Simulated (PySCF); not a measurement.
(FSi)4O6 adamantane, F₄O₆Si₄.
Geometry (PBE0-D3(BJ)/def2-SVP, Å), atoms numbered from 1 in this order:
```xyz
14
F4O6Si4 angstrom
Si    -0.592    1.598    0.192
F     -1.136    3.073    0.370
O      0.003    1.317   -1.330
Si     0.594   -0.209   -1.595
F      1.144   -0.403   -3.065
O      1.761   -0.461   -0.445
Si     1.266   -0.280    1.126
F      2.428   -0.535    2.169
O      0.640    1.250    1.244
O     -0.006   -1.322    1.335
Si    -1.273   -1.120    0.286
F     -2.443   -2.153    0.547
O     -1.765    0.455    0.450
O     -0.642   -1.254   -1.240
```

The closed-shell ground state was solved at several levels (PySCF, density fitting, gas phase, non-relativistic).

```
           level  basis functions  total energy (Eh)  HOMO (eV)  LUMO (eV)  gap (eV)  dipole (D)
wB97X-D/pcSseg-1              266         -2009.1163     -12.70       0.93     13.63        0.02
   PBE0/pcSseg-1              266         -2008.0810     -10.73      -0.93      9.80        0.02
```

Estimate the row for PBE0/def2-SVPD, a basis of 326 functions; the other rows only guide the guess.

Total energy -2007.2299 Eh, HOMO -10.66 eV, LUMO -1.05 eV, gap 9.61 eV, dipole 0.02 D.

Over all these levels, which gives the widest orbital gap and which the narrowest?

wB97X-D/pcSseg-1 (range-separated hybrid) has the widest, 13.63 eV, and PBE0/def2-SVPD (global hybrid, 25 % exact exchange) the narrowest, 9.61 eV. Functional and basis both differ between the two, so the spread mixes both effects.

How far do the dipole and the HOMO energy spread over the levels?

The dipole runs from 0.02 to 0.02 D (mean 0.02 D) and the HOMO from -12.70 to -10.66 eV.

One conformer stands for the species.

The pairwise dispersion term of wB97X-D wasn't added to the energies; at a given geometry it leaves orbitals and properties as they are.
